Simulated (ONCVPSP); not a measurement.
What one change does to a pseudopotential (Ru, ONCV)

Ru (Z = 44), optimised norm-conserving Vanderbilt (ONCV), made with ONCVPSP 4.0.1 (PBEsol, scalar-relativistic). Core [Ar] 3d10, reference 4s2 4p6 4d7 5s1. Waves: 4s+5s: rc 1.30 bohr, ncon 4, nbas 7, qcut 6.9 1/bohr, 2 projectors; 4p: rc 1.15 bohr, ncon 3, nbas 7, qcut 8.6 1/bohr, 2 projectors, debl 3 Ha; 4d: rc 1.40 bohr, ncon 5, nbas 9, qcut 6.7 1/bohr, 3 projectors, debl 0.7 Ha. Local part: polynomial inside 1.10 bohr (lpopt 5, dvloc0 2 Ha). Core correction: Teter function fitted to the true core (icmod 2), fcfact 0.75.

All-electron outer shells of the reference configuration (PBEsol, scalar-relativistic, ld1.x):

| shell | level (eV) | outermost node (bohr) | outermost maximum (bohr) |
| --- | --- | --- | --- |
| 3d | -273.13 | – | 0.30 |
| 4s | -76.31 | 0.48 | 0.92 |
| 4p | -46.38 | 0.49 | 0.98 |
| 4d | -5.22 | 0.48 | 1.21 |
| 5s | -4.27 | 1.24 | 2.73 |

Change: d: rc 1.15, qcut 8.2, nproj 0; local potential the d channel.

Cutoffs: the cutoffs (Ha) at which the residual kinetic energy of the hardest occupied pseudo-wave falls to 1 and 0.1 mHa per electron; they do not see the model core or the augmentation charge, which bear on the density cutoff. Errors are all-electron minus pseudo energies relative to the spin-unpolarised reference configuration.

**Question.** What does the change do?

**Answer.** The potential gets harder (34 Ha and 116 Ha → 34 Ha and 174 Ha); the bound ghost in d disappears; of the 4 tests that both files solve, the error grows in 1 and shrinks in 1 by more than 15 % and 0.3 meV (median size 1.7 → 2.0 meV). In the separable form a ghost depends on how the local part lies against the semilocal potential of the channel, so the choice of the local part can create or remove one.

| quantity | base | changed |
| --- | --- | --- |
| cutoff, loose | 34 Ha | 34 Ha |
| cutoff, tight | 116 Ha | 174 Ha |
| loose cutoff by channel | s 34 Ha, p 32 Ha, d 25 Ha | s 34 Ha, p 32 Ha, d 31 Ha |
| bound ghosts | d | none |
| GHOST(+) flags under 300 eV | s at 274.7 eV | none |
| error for 4s2 4p6 4d7 5s0, meV [ΔE 7.30 eV] | -1.6 | -1.5 |
| error for 4s2 4p6 4d6 5s0, meV [ΔE 25.48 eV] | -1.7 | -0.1 |
| error for 4s2 4p6 4d5 5s0, meV [ΔE 56.09 eV] | -1.6 | +4.2 |
| error for 4s2 4p6 4d8 5s0, meV [ΔE -0.33 eV] | -2.7 | -2.5 |
| s: phases at 1.32 bohr within 0.05 rad from the reference energy up to (Ha; the scan ends near 5) | 4.8 | to the end of the scan |
| p: phases at 1.17 bohr within 0.05 rad from the reference energy up to (Ha; the scan ends near 5) | to the end of the scan | to the end of the scan |
| rms error of d²Exc/dni dnj with the model core, mHa | 0.48 | 0.45 |

 A true bound ghost makes a file unfit for plane-wave use even where its test errors are small: the radial tests pick states by their node count and pass the ghost by.
